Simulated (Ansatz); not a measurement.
The same ligand exchange along the group V, Nb, Ta.

Computed with Ansatz on PBE0-D4/def2-TZVP structures; ΔE is electronic, products minus reactants. CCSD(T)/CBS adds triple-zeta CCSD(T) − MP2 to the extrapolated MP2 energy (def2 sets, frozen cores). This one scheme is used for every species. DFT in def2-TZVPP. def2 core potentials past Kr. For Nb, Ta, V outer-core shells are correlated without core-valence functions, which leaves a few kJ/mol of doubt a bond. Scalar relativity is left out up to krypton. One conformer a species, not always the lowest.

```tsv
reaction	ωB97X-V (kJ/mol)
`[NH]=[V]([NH2])([OH])[F]` + H–F → `[NH]=[V]([NH2])([F])[F]` + H₂O	-37
`[NH]=[Nb]([NH2])([OH])[F]` + H–F → `[NH]=[Nb]([NH2])([F])[F]` + H₂O	-41
`[NH]=[Ta]([NH2])([OH])[F]` + H–F → `[NH]=[Ta]([NH2])([F])[F]` + H₂O	-38
```

Give the CCSD(T)/CBS values in the same order. (An estimate is asked.)

The calculation gave: -27, -33, -31 kJ/mol.

Largest T1 diagnostic: 0.030, for `[NH]=[V]([NH2])([OH])[F]`, so its coupled-cluster energy is less sure.
